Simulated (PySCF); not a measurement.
Species: C₄H₁₁NOSi₂.
Numbering: `[CH3:1][C:2](=[O:3])[NH:4][SiH:5]1[CH2:6][SiH2:7][CH2:8]1` (hydrogens: H9, H10, H11 on C1; H12 on N4; H13 on Si5; H14, H15 on C6; H16, H17 on Si7; H18, H19 on C8)

Geometry (PBE0-D3(BJ)/def2-SVP, Å), atoms numbered from 1 in this order:
```
atom  x, y, z in Å
C1     3.129    0.382    0.920
C2     1.972   -0.334    0.268
O3     1.935   -1.542    0.119
N4     0.931    0.438   -0.170
Si5   -0.437   -0.388   -0.942
C6    -1.816    0.911   -1.059
Si7   -2.486    0.188    0.574
C8    -1.443   -1.380    0.312
H9     2.784    0.993    1.768
H10    3.617    1.055    0.198
H11    3.855   -0.359    1.273
H12    0.974    1.442   -0.041
H13    0.003   -1.056   -2.200
H14   -1.564    1.979   -1.123
H15   -2.508    0.675   -1.886
H16   -2.046    0.984    1.762
H17   -3.968   -0.002    0.650
H18   -0.898   -1.838    1.148
H19   -2.035   -2.165   -0.189
```

Level: B3LYP/def2-SVPD in PySCF, non-relativistic, on one gas-phase PBE0-D3(BJ)/def2-SVP geometry that isn't relaxed in the solvent. The solvent is an IEF-PCM continuum (Bondi radii, 1.10 Å for H, scaled by 1.2), and excitations are vertical TDDFT with non-equilibrium linear response and a frozen core. Specific hydrogen bonds and non-electrostatic terms are outside this model.

Gas-phase singlets (H = HOMO, L = LUMO):

| state | E (eV) | λ (nm) | f | leading configurations |
| --- | --- | --- | --- | --- |
| S1 | 5.502 | 225 | 0.001 | H→L 63%, H-1→L 20% |
| S2 | 6.335 | 196 | 0.029 | H-1→L 50%, H→L 18%, H→L+1 12% |
| S3 | 6.455 | 192 | 0.022 | H→L+1 68%, H-1→L 14%, H-1→L+1 11% |
| S4 | 6.524 | 190 | 0.004 | H-1→L+1 42%, H→L+2 38%, H→L+1 10% |
| S5 | 6.642 | 187 | 0.006 | H→L+2 38%, H-1→L+1 35% |

**Question.** How does the list change in acetone (ε = 20.49)?

**Answer.** 
```json
{"state": "S1", "E (eV)": "5.707", "λ (nm)": "217", "f": "0.001", "leading configurations": "H-1→L 69%, H→L 16%", "change by rank (eV)": "+0.205"}
{"state": "S2", "E (eV)": "6.309", "λ (nm)": "197", "f": "0.051", "leading configurations": "H→L 68%, H-1→L 13%, H→L+1 13%", "change by rank (eV)": "-0.026"}
{"state": "S3", "E (eV)": "6.556", "λ (nm)": "189", "f": "0.023", "leading configurations": "H→L+1 76%, H→L 10%", "change by rank (eV)": "+0.101"}
{"state": "S4", "E (eV)": "6.797", "λ (nm)": "182", "f": "0.057", "leading configurations": "H-2→L 46%, H→L+2 36%", "change by rank (eV)": "+0.273"}
{"state": "S5", "E (eV)": "6.842", "λ (nm)": "181", "f": "0.062", "leading configurations": "H→L+2 50%, H-2→L 42%", "change by rank (eV)": "+0.200"}
```

**Question.** How do the frontier levels move from gas to acetone?

**Answer.** 
```csv
orbital,gas (eV),solvent (eV),change (eV),"Löwdin shares, gas","Löwdin shares, solvent"
LUMO+2,0.16,0.35,+0.19,"Si7 13 %, C1 10 %, C2 10 %, Si5 7 %","C2 14 %, C1 13 %, Si7 11 %, Si5 10 %"
LUMO+1,-0.06,0.17,+0.23,"Si7 15 %, Si5 13 %, H12 12 %, C6 8 %","Si7 21 %, Si5 14 %, C6 11 %, H17 8 %"
LUMO,-0.21,-0.16,+0.05,"C2 24 %, O3 20 %, N4 8 %, Si7 8 %","C2 27 %, O3 20 %, N4 9 %, Si5 7 %"
HOMO,-7.31,-7.31,0.00,"O3 49 %, C8 11 %, N4 9 %, C2 7 %","C8 20 %, N4 16 %, O3 12 %, Si5 12 %"
HOMO-1,-7.46,-7.53,-0.07,"O3 28 %, N4 17 %, Si5 11 %, H13 9 %","O3 59 %, N4 9 %, C2 8 %, C1 8 %"
HOMO-2,-7.89,-7.79,+0.10,"C6 25 %, N4 20 %, O3 15 %, Si7 10 %","C6 28 %, N4 21 %, O3 12 %, Si5 11 %"
HOMO-3,-8.32,-8.24,+0.08,"C8 26 %, Si7 16 %, C6 15 %, Si5 11 %","C8 27 %, Si7 16 %, C6 11 %, O3 11 %"
```

The HOMO–LUMO gap goes from 7.10 to 7.16 eV. Rows go by rank; for HOMO-1 and HOMO the atom shares or the degeneracy differ between the runs, so the row needn't follow one orbital.
